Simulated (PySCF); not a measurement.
**Radial density of Kr⁺ (krypton, charge +1)**

PBE, [Ar] 3d10 4s2 4p5, 2P determinant. Calculation: PySCF 2.14, in aug-cc-pVDZ-DK (6s5p3d, 36 functions); scalar relativity by spin-free X2C-1e.

```json
{"r (bohr)": "0.000923", "4πr²ρ (e/bohr)": "0.6066", "4πr²(ρα − ρβ)": "0.0000"}
{"r (bohr)": "0.00155", "4πr²ρ (e/bohr)": "1.441", "4πr²(ρα − ρβ)": "0.0000"}
{"r (bohr)": "0.00261", "4πr²ρ (e/bohr)": "3.370", "4πr²(ρα − ρβ)": "0.0000"}
{"r (bohr)": "0.00439", "4πr²ρ (e/bohr)": "7.585", "4πr²(ρα − ρβ)": "0.0000"}
{"r (bohr)": "0.00739", "4πr²ρ (e/bohr)": "15.80", "4πr²(ρα − ρβ)": "0.0001"}
{"r (bohr)": "0.0124", "4πr²ρ (e/bohr)": "28.79", "4πr²(ρα − ρβ)": "0.0005"}
{"r (bohr)": "0.0209", "4πr²ρ (e/bohr)": "41.94", "4πr²(ρα − ρβ)": "0.0026"}
{"r (bohr)": "0.0352", "4πr²ρ (e/bohr)": "43.55", "4πr²(ρα − ρβ)": "0.0117"}
{"r (bohr)": "0.0591", "4πr²ρ (e/bohr)": "36.67", "4πr²(ρα − ρβ)": "0.0367"}
{"r (bohr)": "0.0995", "4πr²ρ (e/bohr)": "48.28", "4πr²(ρα − ρβ)": "0.0558"}
{"r (bohr)": "0.167", "4πr²ρ (e/bohr)": "47.57", "4πr²(ρα − ρβ)": "0.0061"}
{"r (bohr)": "0.281", "4πr²ρ (e/bohr)": "29.62", "4πr²(ρα − ρβ)": "0.0623"}
{"r (bohr)": "0.473", "4πr²ρ (e/bohr)": "36.62", "4πr²(ρα − ρβ)": "0.1092"}
{"r (bohr)": "0.796", "4πr²ρ (e/bohr)": "13.11", "4πr²(ρα − ρβ)": "0.0613"}
{"r (bohr)": "1.34", "4πr²ρ (e/bohr)": "5.665", "4πr²(ρα − ρβ)": "0.6512"}
{"r (bohr)": "2.25", "4πr²ρ (e/bohr)": "2.324", "4πr²(ρα − ρβ)": "0.3609"}
{"r (bohr)": "3.79", "4πr²ρ (e/bohr)": "0.1840", "4πr²(ρα − ρβ)": "0.0288"}
{"r (bohr)": "6.37", "4πr²ρ (e/bohr)": "0.0001227", "4πr²(ρα − ρβ)": "0.0000"}
```

Densities and radii are taken from the X2C orbitals without a picture-change correction, which distorts them close to the nucleus.
